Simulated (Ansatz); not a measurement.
Calculated with Ansatz (gas phase, PBE0-D4/def2-TZVP geometries, no zero-point term in ΔE). CBS: MP2 limit from def2 TZ/QZ plus the TZ coupled-cluster correction, frozen cores. For Br outer-core shells are correlated without core-valence functions, which leaves a few kJ/mol of doubt a bond. Scalar relativity is left out up to krypton. One conformer a species, not always the lowest.

Consider the ligand exchange at the Si–O bond: `CO[SiH](Br)O[SiH3]` + `C=C[Si](O)(O)O` → `C=C[Si](O)(O)O[SiH3]` + `CO[SiH](O)Br`.

```csv
species,CCSD(T)/CBS(def2) energy (Eh)
`CO[SiH](Br)O[SiH3]`,-3344.26761
`C=C[Si](O)(O)O`,-594.47286
`C=C[Si](O)(O)O[SiH3]`,-884.79208
`CO[SiH](O)Br`,-3053.94794
```

(1) Work out ΔE.

Largest T1 diagnostic among the species: 0.012.

## Answers

(1) ΔE = (-884.79208) + (-3053.94794) − (-3344.26761) − (-594.47286) = 0.00045 Eh = +1.2 kJ/mol.
